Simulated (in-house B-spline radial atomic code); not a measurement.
## Ionising Ho3+ with different functionals

Computed with a B-spline radial code for spherical atoms: scalar-relativistic (spin-free X2C) Hamiltonian, Fermi nucleus of rms radius 5.2022 fm, spin-polarised at highest spin, spherical fractional occupations for the functionals, and exact exchange of hybrids averaged over the configuration. The ionisation energy is the difference of two self-consistent energies, [Xe] 4f10 → [Xe] 4f9, without Breit or QED terms; ε is the level of the shell that loses the electron (its least bound occupied spin orbital). There is no spin-orbit coupling in this Hamiltonian.

```
   method                    rung  ΔSCF (eV)  -ε(4f) (eV)
     PBE0           global hybrid      42.05        36.09
    B3LYP           global hybrid      42.30        35.58
    TPSSh           global hybrid      42.30        34.08
BHandHLYP           global hybrid      40.92        38.79
  r2SCAN0           global hybrid      41.43        35.52
    B97-1           global hybrid      42.17        35.60
    HSE06  range-separated hybrid      41.98        35.60
    wB97X  range-separated hybrid      42.04        38.37
CAM-B3LYP  range-separated hybrid      42.21        37.54
  LC-wPBE  range-separated hybrid      42.65        38.53
```

Problem. Among the functionals, which spreads more, the ΔSCF values or the orbital energies?

Solution. The orbital energies: ΔSCF values span about 1.73 eV and the orbital energies 4.71 eV.

Problem. How do they compare with the NIST value?

Solution. NIST lists 42.52 eV ± 0.08 (semi-empirical, ground level to ground level). Errors run from -1.60 to +0.13 eV; LC-wPBE is closest (+0.13 eV), but part of that can be cancellation, since the calculations leave out spin-orbit coupling, Breit-QED terms, multiplet and fine-structure energies.
